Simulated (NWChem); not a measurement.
System: CH₅NOSi₂; SMILES O=C=N[SiH2][SiH3]

Input file for NWChem:

```
start job
memory heap 200 mb stack 900 mb global 1100 mb
geometry units angstroms noautoz
  O      0.563248    -3.277938     0.002585
  C      0.098007    -2.194202    -0.000865
  N     -0.382265    -1.095209    -0.005112
  Si    -0.968160     0.526231    -0.000290
  Si     0.820746     2.052744     0.000468
  H     -1.821722     0.712967    -1.203561
  H     -1.817882     0.708011     1.206546
  H      1.664206     1.870317    -1.211990
  H      1.669544     1.862638     1.207980
  H      0.282816     3.441959     0.005972
end
basis spherical
  * library def2-tzvp
end
dft
  xc slater vwn_5
  iterations 150
  semidirect filesize 400000000
  mulliken
end
task dft energy
```

Output (shortened):

```
             Northwest Computational Chemistry Package (NWChem) 7.3.0
             --------------------------------------------------------

 C1  symmetry detected

                             Geometry "geometry" -> ""
                             -------------------------

 Output coordinates in angstroms (scale by  1.889725989 to convert to a.u.)

  No.       Tag          Charge          X              Y              Z
 ---- ---------------- ---------- -------------- -------------- --------------
    1 O                    8.0000     0.66945222    -3.21298081     0.00191332
    2 C                    6.0000     0.16673567    -2.14611016    -0.00090024
    3 N                    7.0000    -0.35153520    -1.06451539    -0.00449175
    4 Si                  14.0000    -0.99355459     0.53552934     0.00115130
    5 Si                  14.0000     0.74108598     2.12343605    -0.00010387
    6 H                    1.0000    -1.85453791     0.69245812    -1.20108852
    7 H                    1.0000    -1.84765392     0.68755524     1.20901182
    8 H                    1.0000     1.58894296     1.97054558    -1.21357897
    9 H                    1.0000     1.59743066     1.96297320     1.20638237
   10 H                    1.0000     0.15509330     3.49306768     0.00614638

 Effective nuclear repulsion energy (a.u.)     244.6390605020

                                 NWChem DFT Module
                                 -----------------

 Summary of "ao basis" -> "ao basis" (spherical)
 ------------------------------------------------------------------------------
       Tag                 Description            Shells   Functions and Types
 ---------------- ------------------------------  ------  ---------------------
 O                         def2-tzvp                11       31   5s3p2d1f
 C                         def2-tzvp                11       31   5s3p2d1f
 N                         def2-tzvp                11       31   5s3p2d1f
 Si                        def2-tzvp                13       37   5s5p2d1f
 H                         def2-tzvp                 4        6   3s1p

            General Information
            -------------------
          SCF calculation type: DFT
          Wavefunction type:  closed shell.
          No. of atoms     :    10
          No. of electrons :    54
           Alpha electrons :    27
            Beta electrons :    27
          Charge           :     0
          Spin multiplicity:     1
          Use of symmetry is: off; symmetry adaption is: off
          Maximum number of iterations: 150
          AO basis - number of functions:   197
                     number of shells:    79
          Convergence on energy requested:  1.00D-06
          Convergence on density requested:  1.00D-05
          Convergence on gradient requested:  5.00D-04

              XC Information
              --------------
                        Slater Exchange Functional  1.000 local
                      VWN V Correlation Functional  1.000 local

             Grid Information
             ----------------
          Grid used for XC integration:  medium
          Radial quadrature: Mura-Knowles
          Angular quadrature: Lebedev.
          Tag              B.-S. Rad. Rad. Pts. Rad. Cut. Ang. Pts.
          ---              ---------- --------- --------- ---------
          O                   0.60       49          15.0       434
          C                   0.70       49          14.0       434
          N                   0.65       49          12.0       434
          Si                  1.10       88          12.0       590
          H                   0.35       45          14.0       434
          Grid pruning is: on
          Number of quadrature shells:   548
          Spatial weights used:  Erf1

      Superposition of Atomic Density Guess
      -------------------------------------

 Sum of atomic energies:        -746.93705426

      Non-variational initial energy
      ------------------------------

 Total energy =    -748.956602
 1-e energy   =   -1517.331018
 2-e energy   =     523.735356
 HOMO         =      -0.305421
 LUMO         =       0.023418

------------------------------------------------------------
EAF file 0: "./job.aoints.0" size=477626368 bytes
------------------------------------------------------------
               write      read    awrite     aread      wait
               -----      ----    ------     -----      ----
     calls:      911         0         0         0         0
   data(b): 4.78e+08  0.00e+00  0.00e+00  0.00e+00
   time(s): 0.00e+00  0.00e+00  0.00e+00  0.00e+00  0.00e+00
rate(mb/s): 0.00e+00  0.00e+00
------------------------------------------------------------

     ---------------------------------------------
      Total Density - Mulliken Population Analysis
     ---------------------------------------------

    Atom       Charge   Shell Charges
 -----------   ------   -------------------------------------------------------
    1 O    8     8.66   0.79  1.18  0.61  0.96  0.30  1.95  2.05  0.79  0.00  0.02  0.00
    2 C    6     5.00   0.86  1.12  0.57  0.27  0.02  0.94  0.88  0.16  0.05  0.10  0.03
    3 N    7     7.67   0.82  1.16  0.57  0.81  0.20  1.60  1.85  0.63  0.00  0.02  0.00
    4 Si  14    13.57   2.00  0.59  1.39  0.86  0.46  4.11  1.73  0.49  1.25  0.42  0.11  0.14  0.03
    5 Si  14    13.91   2.00  0.59  1.39  0.90  0.50  4.12  1.73  0.52  1.45  0.58  0.06  0.06  0.01
    6 H    1     1.05   0.23  0.54  0.27  0.01
    7 H    1     1.05   0.23  0.54  0.27  0.01
    8 H    1     1.04   0.22  0.54  0.26  0.01
    9 H    1     1.03   0.22  0.54  0.26  0.01
   10 H    1     1.03   0.22  0.54  0.26  0.01

   convergence    iter        energy       DeltaE   RMS-Dens  Diis-err
 ---------------- ----- ----------------- --------- --------- ---------
 d= 0,ls=0.0,diis     1   -746.3837479611 -9.91D+02  6.98D-03  3.01D+00
 d= 0,ls=0.0,diis     2   -746.0273417151  3.56D-01  5.58D-03  5.44D+00
 d= 0,ls=0.0,diis     3   -746.3720067148 -3.45D-01  3.19D-03  1.79D+00
 d= 0,ls=0.0,diis     4   -746.4679348877 -9.59D-02  1.69D-03  6.49D-01
 d= 0,ls=0.0,diis     5   -746.5298715276 -6.19D-02  5.68D-04  3.19D-02
  Resetting Diis
 d= 0,ls=0.0,diis     6   -746.5333847596 -3.51D-03  1.74D-04  2.89D-03
 d= 0,ls=0.0,diis     7   -746.5337769223 -3.92D-04  9.61D-05  1.65D-04
 d= 0,ls=0.0,diis     8   -746.5336400143  1.37D-04  7.18D-05  1.58D-03
 d= 0,ls=0.0,diis     9   -746.5337921761 -1.52D-04  1.71D-05  2.95D-05
 d= 0,ls=0.0,diis    10   -746.5337958935 -3.72D-06  3.63D-06  2.41D-06
 d= 0,ls=0.0,diis    11   -746.5337962026 -3.09D-07  9.70D-07  2.32D-07

         Total DFT energy =     -746.533796202608
      One electron energy =    -1520.659116387394
           Coulomb energy =      590.291054486989
    Exchange-Corr. energy =      -60.804794804179
 Nuclear repulsion energy =      244.639060501976

 Numeric. integr. density =       53.999981732941

                       DFT Final Molecular Orbital Analysis
                       ------------------------------------

 Vector   25  Occ=2.000000D+00  E=-3.108048D-01
              MO Center=  9.6D-02, -2.6D-01, -7.7D-04, r^2= 5.7D+00
   Bfn.  Coefficient  Atom+Function         Bfn.  Coefficient  Atom+Function
  ----- ------------  ---------------      ----- ------------  ---------------
     6      0.210335   1 O  px               68     -0.202548   3 N  px
   108     -0.194269   4 Si px              145      0.194487   5 Si px
     9      0.166563   1 O  px               71     -0.166049   3 N  px
    74     -0.115779   3 N  px              109     -0.115802   4 Si py
    12      0.110844   1 O  px                7      0.102494   1 O  py

 Vector   26  Occ=2.000000D+00  E=-2.741479D-01
              MO Center= -3.3D-01, -1.3D+00, -5.0D-04, r^2= 4.0D+00
   Bfn.  Coefficient  Atom+Function         Bfn.  Coefficient  Atom+Function
  ----- ------------  ---------------      ----- ------------  ---------------
    70     -0.305839   3 N  pz                8      0.285215   1 O  pz
    73     -0.249281   3 N  pz               11      0.227563   1 O  pz
    76     -0.186818   3 N  pz               14      0.170748   1 O  pz
   170     -0.121476   6 H  s               176      0.121751   7 H  s
   169     -0.118946   6 H  s               175      0.119305   7 H  s

 Vector   27  Occ=2.000000D+00  E=-2.585337D-01
              MO Center= -8.0D-02, -7.1D-02, -1.2D-04, r^2= 5.7D+00
   Bfn.  Coefficient  Atom+Function         Bfn.  Coefficient  Atom+Function
  ----- ------------  ---------------      ----- ------------  ---------------
    68     -0.215068   3 N  px                6      0.199943   1 O  px
   108      0.180669   4 Si px              146     -0.177841   5 Si py
   145     -0.175831   5 Si px               71     -0.173786   3 N  px
     9      0.160137   1 O  px               74     -0.132757   3 N  px
    12      0.125649   1 O  px               69     -0.109836   3 N  py

 Vector   28  Occ=0.000000D+00  E=-5.586450D-02
              MO Center= -4.1D-01,  9.2D-01,  1.4D-03, r^2= 5.1D+00
   Bfn.  Coefficient  Atom+Function         Bfn.  Coefficient  Atom+Function
  ----- ------------  ---------------      ----- ------------  ---------------
   112      0.704561   4 Si py               67      0.497386   3 N  s
   194     -0.433247  10 H  s               149      0.316427   5 Si py
   109      0.271115   4 Si py              111     -0.264307   4 Si px
    66      0.256396   3 N  s                 5      0.254071   1 O  s
    35     -0.218665   2 C  s               188      0.207586   9 H  s

 Vector   29  Occ=0.000000D+00  E=-3.976220D-02
              MO Center= -1.6D-01,  6.0D-01,  9.7D-04, r^2= 5.6D+00
   Bfn.  Coefficient  Atom+Function         Bfn.  Coefficient  Atom+Function
  ----- ------------  ---------------      ----- ------------  ---------------
   113      0.554084   4 Si pz              176     -0.534830   7 H  s
   170      0.529449   6 H  s               150      0.466659   5 Si pz
   182      0.451192   8 H  s               188     -0.451098   9 H  s
   110      0.233637   4 Si pz               42     -0.198011   2 C  pz
    39     -0.193909   2 C  pz               45     -0.177576   2 C  pz

 Vector   30  Occ=0.000000D+00  E=-3.607789D-02
              MO Center=  1.9D-02,  1.9D-01,  2.1D-05, r^2= 7.8D+00
   Bfn.  Coefficient  Atom+Function         Bfn.  Coefficient  Atom+Function
  ----- ------------  ---------------      ----- ------------  ---------------
   135      0.983000   5 Si s                98     -0.864846   4 Si s
   111     -0.666994   4 Si px              149     -0.606654   5 Si py
   148     -0.551999   5 Si px              112     -0.528905   4 Si py
    37      0.235117   2 C  px              108     -0.230280   4 Si px
    40      0.228912   2 C  px               43      0.204551   2 C  px

------------------------------------------------------------
EAF file 0: "./job.aoints.0" size=833617920 bytes
------------------------------------------------------------
               write      read    awrite     aread      wait
               -----      ----    ------     -----      ----
     calls:     1590        10         0     15890     15890
   data(b): 8.34e+08  5.24e+06  0.00e+00  8.33e+09
   time(s): 0.00e+00  0.00e+00  0.00e+00  0.00e+00  0.00e+00
rate(mb/s): 0.00e+00  0.00e+00
------------------------------------------------------------

     ---------------------------------------------
      Total Density - Mulliken Population Analysis
     ---------------------------------------------

    Atom       Charge   Shell Charges
 -----------   ------   -------------------------------------------------------
    1 O    8     8.15   0.78  1.18  0.61  0.88  0.34  1.90  1.69  0.74  0.00  0.02  0.00
    2 C    6     5.90   0.84  1.12  0.58  0.46 -0.00  1.34  1.12  0.19  0.05  0.17  0.03
    3 N    7     7.08   0.81  1.16  0.56  0.66  0.22  1.61  1.46  0.58  0.01  0.01  0.00
    4 Si  14    13.90   2.01  0.56  1.40  0.94  0.45  4.13  1.67  0.65  1.39  0.34  0.15  0.18  0.03
    5 Si  14    14.04   2.01  0.56  1.40  0.95  0.48  4.13  1.67  0.66  1.53  0.49  0.08  0.07  0.01
    6 H    1     0.99   0.23  0.51  0.24  0.01
    7 H    1     0.99   0.23  0.51  0.24  0.01
    8 H    1     0.98   0.23  0.51  0.23  0.01
    9 H    1     0.98   0.23  0.51  0.23  0.01
   10 H    1     0.99   0.23  0.51  0.23  0.01

     -------------------------------------------
      Total Density - Lowdin Population Analysis
     -------------------------------------------

    Atom       Charge   Shell Charges
 -----------   ------   -------------------------------------------------------
    1 O    8     7.80   0.87  1.09  0.52  0.58  0.34  1.72  1.76  0.85  0.00  0.07  0.01
    2 C    6     6.38   0.90  1.04  0.37  0.31  0.15  1.13  1.15  0.46  0.08  0.70  0.09
    3 N    7     6.92   0.88  1.07  0.41  0.43  0.24  1.42  1.53  0.82  0.00  0.12  0.02
    4 Si  14    13.93   2.00  0.83  1.10  0.53  0.33  3.84  1.87  0.73  1.24  0.68  0.15  0.51  0.13
    5 Si  14    13.93   2.00  0.83  1.10  0.59  0.37  3.85  1.88  0.75  1.36  0.84  0.07  0.25  0.03
    6 H    1     1.00   0.23  0.46  0.29  0.02
    7 H    1     1.00   0.23  0.46  0.29  0.02
    8 H    1     1.01   0.23  0.46  0.30  0.03
    9 H    1     1.01   0.23  0.46  0.30  0.03
   10 H    1     1.01   0.23  0.46  0.30  0.03

     Multipole analysis of the density
     ---------------------------------

     L   x y z        total         alpha         beta         nuclear
     -   - - -        -----         -----         ----         -------
     0   0 0 0     -0.000000    -27.000000    -27.000000     54.000000

     1   1 0 0     -0.280026     -0.140013     -0.140013      0.000000
     1   0 1 0      0.866083      0.433041      0.433041      0.000000
     1   0 0 1      0.000846      0.000423      0.000423      0.000000

     2   2 0 0    -34.001039    -84.993434    -84.993434    135.985830
     2   1 1 0      1.284541     -3.109127     -3.109127      7.502795
     2   1 0 1     -0.003020      0.004393      0.004393     -0.011806
     2   0 2 0    -39.097213   -387.696640   -387.696640    736.296066
     2   0 1 1      0.004249      0.003661      0.003661     -0.003073
     2   0 0 2    -33.662845    -27.245874    -27.245874     20.828902
```

Level: LDA (Slater exchange, VWN5)/def2-TZVP. The geometry was optimised at B3LYP/6-31G* (spherical d).
